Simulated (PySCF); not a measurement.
Trend along group 13: MBr cations

r²SCAN with double-zeta basis sets in PySCF, for the lowest determinant that a PBE0 search found; no spin–orbit coupling. De refers to high-spin ground-configuration atoms (the charge goes to the atom of lower measured ionisation energy or higher electron affinity, which is not always the lowest computed limit). A positive dipole points towards Br; it is taken about the centre of mass and depends on that origin.

```csv
M,basis,charged atom,state (unpaired electrons),Re (Å),ωe (cm⁻¹),De (eV),μ (D)
B,pcseg-1,B+,doublet (σ ↑),1.757,947,3.88,-3.51
Al,pcseg-1,Al+,doublet (σ ↑),2.192,465,1.93,-7.24
Ga,cc-pVDZ-PP,Ga+,doublet (σ ↑),2.260,284,0.85,-4.25
Tl,def2-SVP,Tl+,doublet (π ↑),3.261,79.2,n/a,-1.81
```

The shortest bond is that of BBr⁺ (1.757 Å), the longest that of TlBr⁺ (3.261 Å).

The rows differ in basis set, which adds steps of its own.

The state changes along the series, so neighbouring rows are not always alike in their bonding.

These are scalar-relativistic numbers at best; spin–orbit coupling would shift them, the dissociation energy most. For an ion De counts to the pair picked by the measured ionisation energies or electron affinities, which need not be the lowest pair at this level. States were picked by a PBE0 search and need not be the measured ground states.
